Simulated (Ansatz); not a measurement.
OZn, singlet, geometry from GFN2-xTB (such geometries of metal compounds can be far from the true shape); B3LYP/6-31G* (Ansatz, an electronic-structure program).

Here is a job for Ansatz.
Ansatz 0.2 input:
```yaml
crystal:
  periodic: [false, false, false]
  atoms:
    - {symbol: Zn, position_ang: [-0.00000000, -0.00000000, -0.33822725]}
    - {symbol: O, position_ang: [0.00000000, 0.00000000, 1.26835217]}
basis:
  gaussian:
    orbitals: 6-31G*
    final_grid: {core_spheres: 14, valence_spheres: 28, degree: 59}
hamiltonian:
  xc: b3lyp
```

It wrote (shortened):

```
Functional definition: B3LYP
454 factors; integrals over basis functions are off by at most 1.6e-3 eV
mean field evaluation 1: about -50441.4123 eV, gradient 8.3e1 eV
mean field evaluation 2: about -50255.2389 eV, gradient 2.0e2 eV
mean field evaluation 4: about -50454.6861 eV, gradient 3.7e1 eV
mean field evaluation 8: about -50455.9488 eV, gradient 1.0e0 eV
mean field evaluation 16: about -50455.9782 eV, gradient 2.9e-5 eV
mean field -50455.97816466 eV, -1854.2229972610 hartree, gradient 3.6e-6 eV, S^2 0.000000; 0 other end points of the search recorded, 0 dependent functions left out
reference -50455.97834331 eV, -1854.2230038261 hartree; 19, 19 occupied and 32, 32 virtual orbitals, 454 factors
Total energy: -50455.97834331 eV, -1854.2230038261 hartree
```
